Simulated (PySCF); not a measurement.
Al(H)(vinyl)(OH) (C2H5AlO), SMILES [AlH]([CH]=C)[OH]. Geometry optimised at PBE0-D3(BJ)/def2-SVP. Other conformers were not sampled.

Computed with PBE0-D3(BJ)/def2-SVP (PySCF).

Harmonic wavenumbers (cm⁻¹): 110, 120, 337, 345, 403, 538, 552, 609, 706, 878, 997, 1013, 1063, 1269, 1418, 1659, 1939, 3119, 3144, 3217, 3991. Rotational constants (GHz): 12.04, 3.861, 2.924; symmetry number 1.

**Question.** Work out the zero-point energy and the ideal-gas rigid-rotor harmonic-oscillator thermochemistry at 298.15 K and 1 atm.

**Answer.** ZPE = ½ Σ hcν = ½ × 27426 cm⁻¹ = 39.21 kcal/mol. H − E(el) = 43.65 kcal/mol. Entropy in cal/(mol K): translation 38.74, rotation 25.27, vibration 12.04, total 76.05. G − E(el) = 20.97 kcal/mol. Cp = 22.52 cal/(mol K). Modes under 150 cm⁻¹ make the vibrational entropy uncertain.
